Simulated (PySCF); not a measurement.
Orbital energies and ionisation energy

C4H9ClOSi.
Numbering: `[CH3:1][O:2][C@@H:3]1[CH2:4][C@H:5]1[SiH2:6][Cl:7]` (hydrogens: H8, H9, H10 on C1; H11 on C3; H12, H13 on C4; H14 on C5; H15, H16 on Si6)

Geometry (PBE0-D3(BJ)/def2-SVP, Å), atoms numbered from 1 in this order:
```xyz
16
C4H9ClOSi angstrom
C      2.0250    1.1627   -0.2707
O      1.7180   -0.2004   -0.3761
C      0.6354   -0.5595    0.3909
C     -0.1509   -1.7346   -0.0420
C     -0.7522   -0.3453   -0.1786
Si    -2.1193    0.2670    0.9041
Cl    -1.8853    2.3159    1.1641
H      2.3338    1.4341    0.7569
H      2.8590    1.3713   -0.9548
H      1.1625    1.7988   -0.5437
H      0.7673   -0.3949    1.4725
H      0.1696   -2.2162   -0.9690
H     -0.5396   -2.4151    0.7208
H     -0.7426    0.0499   -1.2014
H     -3.4730    0.0424    0.3236
H     -2.0259   -0.3808    2.2451
```

Level: wB97X-D/def2-SVPD (PySCF). Frontier orbitals with their largest atomic shares (Löwdin; up to four atoms above 4 %):

```json
{"orbital": "HOMO−3", "ε (eV)": "-10.95", "main atoms": "Cl7 46 %, O2 17 %, C3 8 %, C5 6 %"}
{"orbital": "HOMO−2", "ε (eV)": "-10.75", "main atoms": "Cl7 55 %, Si6 17 %, H16 12 %, H15 7 %"}
{"orbital": "HOMO−1", "ε (eV)": "-10.25", "main atoms": "C4 20 %, Cl7 16 %, C5 15 %, O2 14 %"}
{"orbital": "HOMO", "ε (eV)": "-9.39", "main atoms": "?"}
{"orbital": "LUMO", "ε (eV)": "1.70", "main atoms": "Si6 29 %, Cl7 27 %, H16 10 %, H15 9 %"}
{"orbital": "LUMO+1", "ε (eV)": "2.16", "main atoms": "Si6 40 %, Cl7 12 %, H16 8 %, H15 8 %"}
{"orbital": "LUMO+2", "ε (eV)": "2.66", "main atoms": "Cl7 16 %, C1 16 %, Si6 14 %, O2 8 %"}
```

Task: What vertical ionisation energy does ΔSCF give, and how far is −ε(HOMO) from it?

Result: ΔSCF: 9.55 eV (922 kJ/mol; threshold wavelength 130 nm); ⟨S²⟩ of the doublet left behind is 0.756, against 0.75 for a pure doublet. −ε(HOMO) is 9.39 eV, 0.16 eV below it. For the exact functional −ε(HOMO) would equal the first vertical ionisation energy; wB97X-D (range-separated hybrid) comes within 0.16 eV of that here. Holes in the HOMO−1 and HOMO−2 were tried too where these lie within 1.2 eV of the HOMO; the lowest converged state counts.

Task: On which atoms does the HOMO lie?

Result: O2 (ether oxygen) 43 %, C5 (sp3 carbon bound to silicon) 18 %, C3 (sp3 carbon bound to oxygen) 13 %, C1 (methoxy carbon) 6 %. The HOMO−1 lies 0.86 eV lower.

Task: What total energies stand behind the ΔSCF value?

Result: E(N) = -982.30056 Eh and E(N − 1) = -981.94944 Eh at the same geometry, 0.35112 Eh apart.

Task: How many of the 10 lowest singlet excitations (vertical TDDFT, same level) lie below the ionisation energy?

Result: All 10; they run from 7.20 to 8.60 eV.

Task: What kinetic energy would electrons from this vertical process carry with He II light (40.814 eV)?

Result: 40.81 − 9.55 = 31.26 eV.

Task: With α = 89.9 au, estimate the like-pair dispersion coefficient by London's formula C6 = (3/4)α²I.

Result: I = 0.3511 Eh, so C6 ≈ 2130 au, a rough estimate.

One conformer (not necessarily the lowest) at the PBE0-D3(BJ)/def2-SVP geometry, without solvent, vibrations or thermal averaging.

wB97X-D is run here without its empirical dispersion term; that term would change no orbital, density or response property at a fixed geometry.
